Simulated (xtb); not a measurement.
A run for xtb: GFN2-xTB on CH4SSn (SMILES [CH3][Sn][SH]), a point of a torsion scan.

```
$ xtb mol.xyz --gfn 2 --opt vtight --chrg 0 --uhf 0 --input xcontrol
7

C     -1.15630857    -0.13687218     0.03488763
Sn     0.28791300     1.42347214    -0.11165998
S      2.51111258     0.60194157     0.07403899
H     -0.85803033    -1.00029653    -0.60949574
H     -2.14760158     0.16263952    -0.34082281
H     -1.22300382    -0.42316119     1.10126634
H      3.39520433     1.53714739     0.63992777
$constrain
  force constant=1.0
  dihedral: 1,2,3,7,210.0
$end
```

Program output:

```
[...]
           -------------------------------------------------
          |                Calculation Setup                |
           -------------------------------------------------



           -------------------------------------------------
          |                 G F N 2 - x T B                 |
           -------------------------------------------------

        Reference                      10.1021/acs.jctc.8b01176
      * Hamiltonian:
        H0-scaling (s, p, d)           1.850000    2.230000    2.230000
        zeta-weighting                 0.500000
      * Dispersion:
        s8                             2.700000
        a1                             0.520000
        a2                             5.000000
        s9                             5.000000
      * Repulsion:
        kExp                           1.500000    1.000000
        rExp                           1.000000
      * Coulomb:
        alpha                          2.000000
        third order                    shell-resolved
        anisotropic                    true
        a3                             3.000000
        a5                             4.000000
        cn-shift                       1.200000
        cn-exp                         4.000000
        max-rad                        5.000000


          ...................................................
          :                      SETUP                      :
          :.................................................:
          :  # basis functions                  28          :
          :  # atomic orbitals                  26          :
          :  # shells                           12          :
          :  # electrons                        18          :
          :  max. iterations                   250          :
          :  Hamiltonian                  GFN2-xTB          :
          :  restarted?                      false          :
          :  GBSA solvation                  false          :
          :  PC potential                    false          :
          :  electronic temp.          300.0000000     K    :
          :  accuracy                    1.0000000          :
          :  -> integral cutoff          0.2500000E+02      :
          :  -> integral neglect         0.1000000E-07      :
          :  -> SCF convergence          0.1000000E-05 Eh   :
          :  -> wf. convergence          0.1000000E-03 e    :
          :  Broyden damping             0.4000000          :
          :  net charge                          0          :
          :  unpaired electrons                  0          :
          ...................................................

 iter      E             dE          RMSdq      gap      omega  full diag
   1     -9.2248864 -0.922489E+01  0.288E+01    1.43       0.0  T
   2     -9.1588922  0.659942E-01  0.204E+01    4.48       1.0  T
   3     -9.5990860 -0.440194E+00  0.101E+01    2.42       1.0  T
   4     -9.4201133  0.178973E+00  0.172E+01    1.85       1.0  T
   5     -9.5791379 -0.159025E+00  0.274E+00    3.01       1.0  T
   6     -9.5971867 -0.180488E-01  0.955E-01    2.88       1.0  T
   7     -9.6011492 -0.396241E-02  0.623E-01    2.83       1.0  T
   8     -9.6025553 -0.140617E-02  0.553E-01    2.79       1.0  T
   9     -9.6033310 -0.775643E-03  0.188E-01    2.75       1.0  T
  10     -9.6034458 -0.114883E-03  0.716E-02    2.73       1.0  T
  11     -9.6034472 -0.138848E-05  0.143E-02    2.73       2.6  T
  12     -9.6034475 -0.239745E-06  0.211E-03    2.73      17.9  T
  13     -9.6034475  0.390485E-08  0.269E-03    2.73      14.0  T
  14     -9.6034475 -0.365516E-08  0.367E-04    2.73     103.1  T
  15     -9.6034475 -0.488521E-09  0.159E-04    2.73     237.0  T

   *** convergence criteria satisfied after 15 iterations ***

         #    Occupation            Energy/Eh            Energy/eV
      -------------------------------------------------------------
         1        2.0000           -0.8025070             -21.8373
       ...           ...                  ...                  ...
         3        2.0000           -0.5656244             -15.3914
         4        2.0000           -0.4721639             -12.8482
         5        2.0000           -0.4694100             -12.7733
         6        2.0000           -0.4604794             -12.5303
         7        2.0000           -0.4108294             -11.1792
         8        2.0000           -0.3782282             -10.2921
         9        2.0000           -0.3574042              -9.7255 (HOMO)
        10                         -0.2571251              -6.9967 (LUMO)
        11                         -0.1783626              -4.8535
        12                         -0.1525174              -4.1502
        13                         -0.1208893              -3.2896
        14                         -0.0820557              -2.2328
       ...                                ...                  ...
        26                
[...]
           -0.1809376              -4.9236
        12                         -0.1614768              -4.3940
        13                         -0.1374854              -3.7412
        14                         -0.0791432              -2.1536
       ...                                ...                  ...
        26                          0.5968932              16.2423
      -------------------------------------------------------------
                  HL-Gap            0.1028437 Eh            2.7985 eV
             Fermi-level           -0.3180847 Eh           -8.6555 eV

 SCC (total)                   0 d,  0 h,  0 min,  0.003 sec
 SCC setup                      ...        0 min,  0.000 sec (  1.826%)
 Dispersion                     ...        0 min,  0.000 sec (  0.557%)
 classical contributions        ...        0 min,  0.000 sec (  0.220%)
 integral evaluation            ...        0 min,  0.001 sec ( 27.825%)
 iterations                     ...        0 min,  0.001 sec ( 20.259%)
 molecular gradient             ...        0 min,  0.001 sec ( 46.230%)
 printout                       ...        0 min,  0.000 sec (  2.833%)

         :::::::::::::::::::::::::::::::::::::::::::::::::::::
         ::                     SUMMARY                     ::
         :::::::::::::::::::::::::::::::::::::::::::::::::::::
         :: total energy              -9.565190878856 Eh    ::
         :: gradient norm              0.000032388858 Eh/a0 ::
         :: HOMO-LUMO gap              2.798519634878 eV    ::
         ::.................................................::
         :: SCC energy                -9.629566615833 Eh    ::
         :: -> isotropic ES            0.007636208207 Eh    ::
         :: -> anisotropic ES          0.002788250806 Eh    ::
         :: -> anisotropic XC          0.001828725795 Eh    ::
         :: -> dispersion             -0.003987891377 Eh    ::
         :: repulsion energy           0.064352968380 Eh    ::
         :: add. restraining           0.000022768597 Eh    ::
         :: total charge               0.000000000000 e     ::
         :::::::::::::::::::::::::::::::::::::::::::::::::::::

           -------------------------------------------------
          |                Property Printout                |
           -------------------------------------------------

    * Orbital Energies and Occupations

         #    Occupation            Energy/Eh            Energy/eV
      -------------------------------------------------------------
         1        2.0000           -0.8078961             -21.9840
         2        2.0000           -0.6865565             -18.6822
         3        2.0000           -0.5600440             -15.2396
         4        2.0000           -0.4767876             -12.9741
         5        2.0000           -0.4566710             -12.4266
         6        2.0000           -0.4533484             -12.3362
         7        2.0000           -0.4021563             -10.9432
         8        2.0000           -0.3817814             -10.3888
         9        2.0000           -0.3695066             -10.0548 (HOMO)
        10                         -0.2666629              -7.2563 (LUMO)
        11                         -0.1809376              -4.9236
        12                         -0.1614768              -4.3940
        13                         -0.1374854              -3.7412
        14                         -0.0791432              -2.1536
        15                         -0.0771960              -2.1006
        16                         -0.0440508              -1.1987
        17                         -0.0171835              -0.4676
        18                          0.0139698               0.3801
        19                          0.0325530               0.8858
        20                          0.0415321               1.1301
       ...                                ...                  ...
        26                          0.5968932              16.2423
      -------------------------------------------------------------
                  HL-Gap            0.1028437 Eh            2.7985 eV
             Fermi-level           -0.3180847 Eh           -8.6555 eV

     #   Z          covCN         q      C6AA      α(0)
     1   6 C        3.628    -0.203    24.997     7.201
     2  50 Sn       1.730     0.284   453.444    45.769
     3  16 S        1.798    -0.390   158.212    21.171
Note: The following floating-point exceptions are signalling: IEEE_UNDERFLOW_FLAG IEEE_DENORMAL
normal termination of xtb
     4   1 H        0.925     0.056     2.251     2.346
     5   1 H        0.924     0.034     2.524     2.485
     6   1 H        0.924     0.047     2.361     2.403
     7   1 H        0.923     0.172     1.254     1.751

 Mol. C6AA /au·bohr⁶  :       1956.322659
 Mol. C8AA /au·bohr⁸  :     137431.306401
 Mol. α(0) /au        :         83.125989


Wiberg/Mayer (AO) data.
largest (>0.10) Wiberg bond orders for each atom

 ---------------------------------------------------------------------------
     #   Z sym  total        # sym  WBO       # sym  WBO       # sym  WBO
 ---------------------------------------------------------------------------
     1   6 C    3.951 --     2 Sn   1.086     5 H    0.957     4 H    0.949
                             6 H    0.942
     2  50 Sn   2.453 --     3 S    1.192     1 C    1.086
     3  16 S    2.137 --     2 Sn   1.192     7 H    0.925
     4   1 H    0.997 --     1 C    0.949
     5   1 H    0.998 --     1 C    0.957
     6   1 H    0.998 --     1 C    0.942
     7   1 H    0.970 --     3 S    0.925
 ---------------------------------------------------------------------------

Topologies differ in total number of bonds
Writing topology from bond orders to xtbtopo.mol

molecular dipole:
                 x           y           z       tot (Debye)
 q only:       -0.481       0.960       0.048
   full:       -0.909       1.554      -0.038       4.579
molecular quadrupole (traceless):
                xx          xy          yy          xz          yz          zz
 q only:       -4.058       2.699       4.712       1.188       0.233      -0.653
  q+dip:       -7.769       4.270       9.475       1.077      -0.485      -1.706
   full:       -8.979       3.673       7.299       1.312       0.807       1.680

           -------------------------------------------------
          |                Geometry Summary                 |
           -------------------------------------------------

      molecular mass/u    :      166.8173989
   center of mass at/Å    :        0.5672174       1.2908753      -0.1213174
  moments of inertia/u·Å² :        0.7198409E+02   0.1726725E+03   0.2407462E+03
rotational constants/cm⁻¹ :        0.2341855E+00   0.9762779E-01   0.7002242E-01

 * 4 selected distances

     #   Z          #   Z                                           value/Å
     1   6 C        4   1 H                                       1.0904333 (min)
     1   6 C        5   1 H                                       1.0914480
     1   6 C        6   1 H                                       1.0925369
     3  16 S        7   1 H                                       1.3266724 (max)

 * 2 distinct bonds (by element types)

   Z      Z             #   av. dist./Å        max./Å        min./Å
   1 H    6 C           3     1.0914727     1.0925369     1.0904333
   1 H   16 S           1     1.3266724     1.3266724     1.3266724


optimized geometry written to: xtbopt.xyz


           -------------------------------------------------
          | TOTAL ENERGY               -9.565190878856 Eh   |
          | GRADIENT NORM               0.000032388858 Eh/α |
          | HOMO-LUMO GAP               2.798519634878 eV   |
           -------------------------------------------------

------------------------------------------------------------------------
------------------------------------------------------------------------
 total:
 SCF:
 ANC optimizer:
```

The run finished.

Warnings raised: the energy holds the restraint's term.

Cost: around 0.22 core-seconds (rough).
